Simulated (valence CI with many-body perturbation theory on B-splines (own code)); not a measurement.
**Nb IX: electric-dipole lines**

Calculated by configuration interaction combined with many-body perturbation theory (CI+MBPT): five valence electrons over a frozen Dirac-Fock core [Ar] 3d10, radial functions for each j: 11 s, 11 p, 10 d, 8 f, 5 g, 2 h, with the one-electron correlation potential Σ1 (screened to all orders), the two-electron term Σ2, the three-electron term Σ3, Breit, model QED; selected single and double excitations, second order for the rest (own B-spline code, finite nucleus).

No measured spectrum was set against this ion. As an estimate, levels hold to about 250 cm⁻¹ or 0.2 % of their energy and the worst to 1 %, as in measured heavy ions of charge 2 to 7; those with d or f electrons hold less well. Among the levels kept, up to 2900 cm⁻¹ of a level comes from second order outside the variational space, and about a tenth of that is noise between levels of different J, which matters for small intervals.

Lines 251 to 300 of 584 in falling wavelength, among levels below 88.388 eV, chosen from the strongest by gf and those to the six lowest levels. Wavelengths and rates use the calculated energies, so an error of 600 cm⁻¹ moves a line at 31.02 nm by 0.19 % and its rate by three times that or more. Electric multipoles are in the length gauge, E1 and E2 with the static RPA response of the core. Weak lines are less certain than strong ones. Lines between different terms over intervals too small for the method are left out, as are lines whose strength nearly cancels. Where a level lies close to another of its J and parity, the split of strength between their lines is uncertain. The highest levels of a list are the least certain.

Names give the largest LS component (configuration and term), which can be under half, so a name can repeat, a term be missing and a line seem to break the LS rules; names also repeat where a configuration has a term twice. Letters in brackets count levels of one name in rising energy.

```csv
λ vac (nm),Upper,Lower,A (s⁻¹),S (a.u.) with core polarisation,S without
31.02,4s2 4p2 4f 4G°_9/2,4s2 4p2 4d 4F_7/2,1.01e+10,1.49e+00,1.54e+00
30.98,4s2 4p2 4d 4P_3/2,4s2 4p3 2P°_3/2,3.95e+08,2.32e-02,2.51e-02
30.98,4s 4p3 4d 2F°_5/2 [d],4s2 4p2 4d 4F_3/2,2.31e+09,2.03e-01,2.10e-01
30.96,4s2 4p2 4f 2D°_5/2,4s2 4p2 4d 2F_7/2 [a],2.33e+09,2.05e-01,2.22e-01
30.91,4s2 4p2 4f 4F°_9/2,4s2 4p2 4d 4D_7/2,1.34e+09,1.95e-01,2.01e-01
30.87,4s2 4p2 4d 4F_3/2,4s2 4p3 4S°_3/2,3.55e+08,2.06e-02,2.24e-02
30.86,4s2 4p2 5p 2F°_7/2 [b],4s2 4p2 4d 4D_7/2,3.76e+09,4.36e-01,4.39e-01
30.80,4s2 4p2 4d 4D_5/2,4s2 4p3 2D°_3/2,2.40e+08,2.07e-02,2.22e-02
30.80,4s2 4p2 4f 4F°_7/2,4s2 4p2 4d 2G_9/2,7.24e+09,8.34e-01,9.10e-01
30.76,4s2 4p2 4f 4G°_7/2,4s2 4p2 4d 4F_5/2,7.69e+09,8.83e-01,9.19e-01
30.68,4s2 4p2 4f 4D°_7/2,4s2 4p2 4d 4D_5/2,6.12e+09,6.98e-01,7.38e-01
30.67,4s2 4p 4d2 4G°_5/2,4s2 4p2 4d 4D_7/2,4.14e+09,3.54e-01,3.89e-01
30.66,4s2 4p 4d2 4G°_9/2,4s2 4p2 4d 2G_7/2,3.56e+09,5.07e-01,5.33e-01
30.57,4s2 4p 4d2 4D°_5/2,4s2 4p2 4d 4P_3/2,2.26e+09,1.91e-01,2.02e-01
30.57,4s2 4p2 4f 4G°_5/2,4s2 4p2 4d 4F_3/2,4.63e+09,3.91e-01,4.05e-01
30.55,4s2 4p2 4d 4P_1/2,4s2 4p3 2P°_3/2,2.48e+09,6.98e-02,7.69e-02
30.39,4s2 4p2 4d 4F_5/2,4s2 4p3 4S°_3/2,6.69e+08,5.56e-02,5.98e-02
30.39,4s 4p3 4d 4F°_5/2 [a],4s 4p4 4P_5/2,2.40e+08,2.00e-02,2.15e-02
30.39,4s2 4p2 4f 2F°_5/2 [b],4s2 4p2 4d 2G_7/2,7.42e+09,6.16e-01,6.67e-01
30.37,4s2 4p2 4f 4F°_7/2,4s2 4p2 4d 2G_7/2,1.66e+09,1.84e-01,1.99e-01
30.36,4s 4p3 4d 2P°_3/2 [c],4s2 4p2 4d 2F_5/2 [a],2.56e+09,1.42e-01,1.50e-01
30.32,4s2 4p2 4d 4D_7/2,4s2 4p3 2D°_5/2,2.20e+08,2.42e-02,2.57e-02
30.26,4s2 4p 4d2 4D°_5/2,4s2 4p2 4d 4P_5/2,4.85e+09,3.97e-01,4.24e-01
30.25,4s2 4p2 4f 4D°_7/2,4s2 4p2 4d 4F_9/2,7.86e+09,8.59e-01,9.47e-01
30.24,4s2 4p2 4f 2G°_9/2 [b],4s2 4p2 4d 2G_9/2,1.60e+10,2.19e+00,2.34e+00
30.11,4s2 4p2 4f 2G°_7/2 [a],4s2 4p2 4d 2F_5/2 [a],9.28e+09,1.00e+00,1.05e+00
30.11,4s 4p3 4d 4F°_7/2 [a],4s 4p4 4P_5/2,2.48e+08,2.67e-02,2.86e-02
30.11,4s2 4p 4d2 4G°_11/2,4s2 4p2 4d 2G_9/2,5.20e+09,8.40e-01,8.87e-01
30.09,4s2 4p2 4d 2P_1/2 [a],4s2 4p3 2P°_1/2,7.29e+09,1.96e-01,2.15e-01
30.08,4s2 4p2 4f 4D°_7/2,4s2 4p2 4d 2F_7/2 [a],4.13e+09,4.44e-01,4.71e-01
30.05,4s2 4p2 5p 2F°_7/2 [a],4s2 4p2 4d 4D_5/2,9.87e+09,1.06e+00,1.10e+00
30.02,4s2 4p2 4f 2G°_7/2 [a],4s2 4p2 4d 4F_7/2,5.64e+09,6.02e-01,6.53e-01
30.00,4s2 4p2 4f 2F°_7/2,4s2 4p2 4d 2G_7/2,2.84e+09,3.03e-01,3.19e-01
29.93,4s2 4p2 5p 2D°_5/2 [d],4s2 4p2 4d 4D_5/2,3.03e+09,2.41e-01,2.47e-01
29.92,4s2 4p2 4f 4D°_5/2,4s2 4p2 4d 4D_3/2,9.27e+09,7.35e-01,7.77e-01
29.92,4s2 4p2 4f 4D°_5/2,4s2 4p2 4d 2F_7/2 [a],5.58e+09,4.43e-01,4.80e-01
29.88,4s2 4p2 4d 4P_3/2,4s2 4p3 2P°_1/2,1.00e+08,5.27e-03,5.53e-03
29.83,4s2 4p2 4f 2G°_9/2 [b],4s2 4p2 4d 2G_7/2,4.15e+09,5.43e-01,5.76e-01
29.79,4s 4p3 4d 2P°_3/2 [e],4s2 4p2 4d 4D_5/2,2.76e+09,1.44e-01,1.57e-01
29.75,4s2 4p2 4d 2P_3/2 [a],4s2 4p3 2D°_5/2,3.07e+10,1.60e+00,1.75e+00
29.64,4s2 4p2 5p 2D°_5/2 [b],4s2 4p2 4d 2F_7/2 [a],2.36e+09,1.82e-01,1.92e-01
29.63,4s2 4p2 5p 2F°_7/2 [a],4s2 4p2 4d 4F_9/2,1.82e+09,1.87e-01,1.94e-01
29.60,4s 4p3 4d 2P°_3/2 [d],4s2 4p2 4d 4D_1/2,5.11e+09,2.62e-01,2.79e-01
29.58,4s2 4p2 4d 2F_5/2 [a],4s2 4p3 4S°_3/2,5.44e+08,4.17e-02,4.49e-02
29.56,4s2 4p 4d2 4G°_9/2,4s2 4p2 4d 4D_7/2,2.16e+09,2.76e-01,2.87e-01
29.53,4s2 4p2 5p 2D°_5/2 [c],4s2 4p2 4d 4D_3/2,4.85e+09,3.70e-01,3.87e-01
29.53,4s2 4p2 5p 2D°_5/2 [c],4s2 4p2 4d 2F_7/2 [a],3.12e+09,2.38e-01,2.57e-01
29.53,4s2 4p2 4f 4D°_7/2,4s2 4p2 4d 4F_7/2,8.43e+09,8.57e-01,9.24e-01
29.52,4s2 4p2 5p 2D°_3/2 [b],4s2 4p2 4d 4D_1/2,3.61e+09,1.83e-01,1.92e-01
29.48,4s2 4p2 5p 2F°_7/2 [a],4s2 4p2 4d 2F_7/2 [a],2.73e+09,2.76e-01,2.86e-01
```
